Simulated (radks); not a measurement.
Results of a calculation; reference values are marked as such.
All-electron atom: Re42+ in [Ar] 3d10 4s2 4p3.

Code: a radial shooting solver on a logarithmic mesh with Libxc functionals. Model: scalar-relativistic Kohn-Sham, LDA (Slater exchange, VWN5 correlation), spin-polarised, spherical densities, finite nucleus; open shells are filled with parallel spins first (spin-orbit coupling, left out, can overturn this in heavy ions); Fermi nuclear charge, rms radius 5.3698 fm.

Energy parts (hartree):
part                       energy
total                 -15527.1405
kinetic                17263.4415
electron-nucleus      -35759.9190
Hartree                 3212.3239
exchange-correlation    -242.9870

Orbitals (lengths in bohr, moments of r in powers of bohr):
| orbital | occ. | eigenvalue (hartree) | <r^2> | <1/r> |
|---|---|---|---|---|
| 1s up | 1 | -2704.300 | 0.0004486 | 88.65 |
| 1s down | 1 | -2704.178 | 0.0004486 | 88.65 |
| 2s up | 1 | -529.3611 | 0.006867 | 20.77 |
| 2s down | 1 | -529.2858 | 0.006867 | 20.77 |
| 2p up | 3 | -471.7107 | 0.005691 | 18.77 |
| 2p down | 3 | -471.6085 | 0.005691 | 18.77 |
| 3s up | 1 | -175.7275 | 0.04333 | 7.811 |
| 3s down | 1 | -175.6098 | 0.04328 | 7.814 |
| 3p up | 3 | -158.6534 | 0.04370 | 7.216 |
| 3p down | 3 | -158.5242 | 0.04364 | 7.220 |
| 3d up | 5 | -139.8328 | 0.03571 | 6.818 |
| 3d down | 5 | -139.7154 | 0.03565 | 6.821 |
| 4s up | 1 | -83.37114 | 0.1713 | 3.796 |
| 4s down | 1 | -82.87457 | 0.1713 | 3.799 |
| 4p up | 3 | -76.93898 | 0.1815 | 3.557 |
| 4p down | 0 | -76.44365 | 0.1816 | 3.558 |
| 4d up | 0 | -69.55921 | 0.1797 | 3.348 |
| 4d down | 0 | -69.08553 | 0.1798 | 3.351 |
| 5s up | 0 | -48.46139 | 0.4838 | 2.244 |
| 5s down | 0 | -48.22979 | 0.4871 | 2.233 |

The highest occupied level is 4p up at -2093.6 eV. For comparison, the ionisation energy in NIST's Atomic Spectra Database is 2080 eV (theoretical). In exact Kohn-Sham theory the highest level is minus the ionisation energy, but local and semilocal functionals leave it too shallow, through self-interaction and a potential that decays too fast; potentials with the right tail come closer. The density falls to 0.001 e/bohr^3 at r = 0.98 bohr. The spin density at the nucleus is -49.88 e/bohr^3 (1s -34.38, 2s 6.42, 3s -8.22, 4s -13.70). Summed over all electrons, <r^2> = 1.641 bohr^2, which gives a Langevin (diamagnetic) susceptibility term of -1.3 x 10^-6 cm^3/mol. Spin moment in Bohr magnetons: 3.
